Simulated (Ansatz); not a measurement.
Ansatz results at the PBE0-D4/def2-TZVP geometry: ideal-gas entropy at 298 K and 1 bar (rigid rotor, harmonic PBE0-D4/def2-TZVP) 311 J/(mol·K); HOMO energy (PBE/def2-TZVPP) -6.55 eV; LUMO energy (PBE/def2-TZVPP) -0.80 eV.

(1) Which molecule gave them?
A. `C=C[SiH2][SiH3]`
B. `C1[SiH2]C[SiH2]1`
C. `[SiH3]/C=C/[SiH3]`
D. `[S]1[GeH2][S][GeH2]1`

## Answers

(1) B. The others give `C=C[SiH2][SiH3]`: 350, -6.58, -1.63; `[S]1[GeH2][S][GeH2]1`: 341, -6.17, -2.03; `[SiH3]/C=C/[SiH3]`: 337, -6.97, -1.98.
